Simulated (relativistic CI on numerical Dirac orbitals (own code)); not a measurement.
# Slater and spin-orbit integrals, Pb⁶²⁺

Method of calculation: Dirac-Coulomb-Breit CI, orbitals from a KLI potential per configuration, model QED, unscaled Slater integrals (own radial code, finite nucleus).

Slater integrals F^k, G^k are unscaled and averaged over j, outside the closed core [Ne]; ζ comes from projecting the Hamiltonian with its Breit term on Σ l·s of the shell.

- 3s2 3p6 3d2: F^2(3d,3d) = 700160, F^4(3d,3d) = 452980, ζ(3d) = 396140 cm⁻¹; <r>(3d) = 0.1464, <r^2>(3d) = 0.02478 (bohr units).
- 3s2 3p5 3d3: ζ(3p) = 2.9939e+06, F^2(3d,3d) = 699380, F^4(3d,3d) = 452460, F^2(3p,3d) = 600590, G^1(3p,3d) = 630130, G^3(3p,3d) = 423090, ζ(3d) = 393490 cm⁻¹; <r>(3p) = 0.1637, <r^2>(3p) = 0.03112, <r>(3d) = 0.1466, <r^2>(3d) = 0.02483 (bohr units).
- 3s 3p6 3d3: F^2(3d,3d) = 699100, F^4(3d,3d) = 452270, G^2(3s,3d) = 493300, ζ(3d) = 394990 cm⁻¹; <r>(3s) = 0.1648, <r^2>(3s) = 0.03114, <r>(3d) = 0.1466, <r^2>(3d) = 0.02485 (bohr units).

(1) Give the Racah parameters of the d shell in 3s2 3p6 3d2.

Averages of the first 10 configurations, taken without configuration mixing, which lowers the lowest level and can move excited configurations by several eV; other configurations of the list can lie among them:

| Configuration | Parity | States | Average energy above the lowest level (eV) |
| --- | --- | --- | --- |
| 3s2 3p6 3d2 | even | 45 | 154.6 |
| 3s2 3p5 3d3 | odd | 720 | 741.3 |
| 3s 3p6 3d3 | even | 240 | 1376.3 |
| 3s2 3p6 3d 4s | even | 20 | 2738.0 |
| 3s2 3p6 3d 4p | odd | 60 | 2981.9 |
| 3s2 3p6 3d 4d | even | 100 | 3219.8 |
| 3s2 3p5 3d2 4s | odd | 540 | 3312.7 |
| 3s2 3p6 3d 4f | odd | 140 | 3374.5 |
| 3s2 3p5 3d2 4p | even | 1620 | 3557.1 |
| 3s2 3p5 3d2 4d | odd | 2700 | 3794.1 |

## Answers

(1) B = F²/49 − 5F⁴/441 = 9153 cm⁻¹ and C = 35F⁴/441 = 35951 cm⁻¹.
